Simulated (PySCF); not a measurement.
Correlation energy of Zr (zirconium, neutral)

[Kr] 4d2 5s1 5p1, one real determinant (an excited configuration). Computed with PySCF 2.14 in ANO-RCC-VDZP (6s5p3d1f, 43 functions), with scalar relativity by spin-free X2C-1e. Frozen: [Ar] 3d10; 12 electrons correlated.

MP2 pair energies summed by pair of shells (mhartree):

```tsv
pair	energy	share (%)
4p-4p	-92.74	46.5
4p-4d	-48.73	24.4
4s-4p	-20.82	10.4
4p-5s	-10.60	5.3
4p-5p	-5.81	2.9
4d-5s	-4.68	2.3
4s-4s	-4.08	2.0
4d-5p	-3.65	1.8
4d-4d	-3.36	1.7
4s-4d	-3.26	1.6
5s-5p	-1.04	0.5
4s-5s	-0.44	0.2
4s-5p	-0.27	0.1
```

Total MP2 correlation energy: -199.46 mhartree.

Same-spin part -66.33 and opposite-spin part -133.13 mhartree; SCS-MP2 scales them by 1/3 and 6/5 to -181.87 mhartree.

The basis was made for the ground configuration and has no added diffuse functions, which can raise the energy of the promoted electron.

The reference is one real determinant that mixes LS terms of this configuration.
